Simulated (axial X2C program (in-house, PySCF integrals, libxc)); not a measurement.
# CsS along the bond: HF, 2c

Calculated with an in-house relativistic program for diatomic molecules. Two-component (2c) means X2C with spin–orbit coupling and atomic mean-field two-electron Coulomb and Gaunt terms. Basis: Cs dyall-cv3z [15s15p9d4f1g], S dyall-av3z [9s8p3d2f] (cores contracted in-house); Gaussian nuclei, density fitting, unrestricted open shells. Masses: Cs 132.905 u, S 31.972 u.

State: Ω = 3/2 (⟨Sz⟩ = 0.50, ⟨Lz⟩ = 1.00 at HF). Dipoles are positive if S is the positive end.

| R (Å) | μ (D) | HOMO (eV) | LUMO (eV) |
| --- | --- | --- | --- |
| 2.663 | -8.713 | -7.24 | -0.07 |
| 2.785 | -9.496 | -7.09 | -0.12 |
| 2.877 | -10.058 | -6.94 | -0.16 |
| 2.969 | -10.603 | -6.80 | -0.20 |
| 3.061 | -11.135 | -6.67 | -0.24 |
| 3.168 | -11.742 | -6.54 | -0.28 |
| 3.275 | -12.340 | -6.41 | -0.32 |
| 3.413 | -13.096 | -6.27 | -0.38 |
| 3.581 | -14.010 | -6.11 | -0.44 |
| 3.826 | -15.327 | -5.89 | -0.53 |

(1) The minimum lies at 3.176 Å. What is the dipole moment there, and its slope?

The state is a single determinant with fixed occupations, the lowest that a limited PBE0 search found. Other states lie close and PBE0, whose exact exchange favours high spin, may order them wrongly; the determinant shown need not be the ground state. The nearest other 2c determinant of the search, Ω = 1/2, lies 0.04 eV up at the distance of the search.

## Answers

(1) At HF, 2c, with the sign and origin stated: μ = -11.79 D, dμ/dR = -5.61 D/Å.
